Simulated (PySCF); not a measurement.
Input of a run (PBE0-D3(BJ)/def2-SVP geometry optimisation, gas phase, def2 core potentials past Kr (PySCF 2.14.0)), started from GFN2-xTB:
```
{"job": {"xc": "PBE0", "basis": "def2-SVP", "d3": "d3bj", "grid": 1, "maxiter": 30, "shake": 0.03, "kind": "geom"}, "charge": 0, "multiplicity": 1}
La     0.061830    -0.077200     0.037330
F      1.954250    -0.036720    -0.002960
F     -1.025790     1.712740    -0.048850
F     -0.907010    -1.689250    -0.015990
```

Output (energies in Eh, forces in Eh/bohr):
```
step   0  E = -330.76098772  max force = 0.175403
step   1  E = -330.82523027  max force = 0.055992
step   2  E = -330.83571117  max force = 0.020257
step   3  E = -330.83833563  max force = 0.003051
step   4  E = -330.83854401  max force = 0.002356
step   5  E = -330.83847223  max force = 0.002386
step   6  E = -330.83837559  max force = 0.001204
step   7  E = -330.83844838  max force = 0.001218
step   8  E = -330.83844818  max force = 0.000445
step   9  E = -330.83843590  max force = 0.000331
step  10  E = -330.83844269  max force = 0.000390
step  11  E = -330.83844566  max force = 0.000417
step  12  E = -330.83844439  max force = 0.000404
step  13  E = -330.83844362  max force = 0.000392
step  14  E = -330.83844286  max force = 0.000386
step  15  E = -330.83844210  max force = 0.000374
step  16  E = -330.83844135  max force = 0.000368
step  17  E = -330.83844054  max force = 0.000356
step  18  E = -330.83843979  max force = 0.000349
step  19  E = -330.83843905  max force = 0.000338
step  20  E = -330.83843831  max force = 0.000331
step  21  E = -330.83843758  max force = 0.000321
step  22  E = -330.83843685  max force = 0.000309
step  23  E = -330.83843612  max force = 0.000306
step  24  E = -330.83843538  max force = 0.000306
step  25  E = -330.83843466  max force = 0.000309
step  26  E = -330.83843396  max force = 0.000310
step  27  E = -330.83843326  max force = 0.000313
step  28  E = -330.83843261  max force = 0.000314
step  29  E = -330.83843191  max force = 0.000316
step  30  E = -330.83843126  max force = 0.000317
optimisation converged
```

Problem. Summarise the run.

Solution. The energy falls by 48.6 kcal/mol over 31 energy and gradient evaluations, the largest force component goes from 0.1754 to 3.2e-04 Eh/bohr, and the atoms move by 0.212 Å rms after alignment. The bond that changes most is La1–F4 (ends: lanthanum bonded to 3 F; fluorine bonded to La), which lengthens by 0.260 Å. Bonds longer at the end by more than 0.005 Å: 3 of 3; shorter: 0. Among the angles that change most is F2–La1–F4, from 122.2° to 117.4°. The energy rose by more than 1e-6 Eh at steps 5, 6, 9 and 12. The first step brought 83 % of the lowering. Warning given: forces and energy converged, displacements not (flat surface).

Problem. What are the final bond lengths?

Solution. La1–F2 2.142 Å, La1–F3 2.138 Å, La1–F4 2.141 Å. Numbering counts from 1 in the input's order; the species is `[F][La]([F])[F]`.

The run used 74 basis functions and 120 SCF cycles in all. Hardware: one thread of an Arm Neoverse V2, shared host. Cost: 59 s of wall time, 0.29 GiB resident at most.

Whether it is a minimum is left open (no frequencies). The optimiser warned: forces and energy converged, displacements not (flat surface).
